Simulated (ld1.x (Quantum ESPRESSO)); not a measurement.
**Rh: from the effect back to the setting (RRKJ)**

Base potential:

```
Element                 : Rh (Z = 45)
Generator               : ld1.x (Quantum ESPRESSO) 7.5
Type                    : norm-conserving RRKJ (Kleinman–Bylander form)
Functional              : PBE
Relativity              : scalar-relativistic
Frozen core             : [Ar] 3d10
Valence charge          : 17
Reference configuration : 4s2 4p6 4d8 5s0 5p0 (charge +1)
Partial waves           : 4p (bound): rc 1.50 bohr; 4d (bound): rc 1.85 bohr; 4s (bound): rc 1.10 bohr
Local potential         : the s channel
Core correction         : Bessel-smoothed model core inside 1.00 bohr
```

Cutoffs, loose and tight: the cutoffs (Ry, on a coarse ladder) from which the occupation-weighted sum of valence levels, in a spherical-Bessel basis at the reference potential, stays within 10 and 1 mRy of its value at 400 Ry. They do not see the model core or the augmentation charge, which bear on the density cutoff. Test errors are all-electron minus pseudo excitation energies from the reference, over the configurations 4s2 4p6 4d8 5s1 5p0; 4s2 4p6 4d7 5s0 5p0; 4s2 4p6 4d6 5s0 5p0; 4s2 4p6 4d7 5s2 5p0; 4s2 4p6 4d7 5s1 5p0; 4s2 4p6 4d9 5s0 5p0; 4s2 4p6 4d5 5s0 5p0; variants that change the core or the reference have their own tests.

Only the scale of all radii but the core radius (base = 1) is moved:

```
scale of all radii but the core radius (base = 1)  cutoff, loose  cutoff, tight  bound ghosts  largest test error (meV)
                                             0.78         200 Ry    over 300 Ry          none                      +220
                                             0.87         140 Ry         230 Ry          none                      +168
                                             0.98         120 Ry         230 Ry          none                      +227
                                             1.25          80 Ry         120 Ry          none                     +1331
                                             1.33          70 Ry          90 Ry          none                     +1873
```

Problem. One more run gave cutoff, loose: 90 Ry; cutoff, tight: 160 Ry; bound ghosts: none; largest test error (meV): +771. Which value of the scale of all radii but the core radius (base = 1) was used?

Solution. 1.16. The loose cutoff moves one way along this sweep, from 200 Ry at 0.78 to 70 Ry at 1.33, which places the run between 0.98 and 1.25.
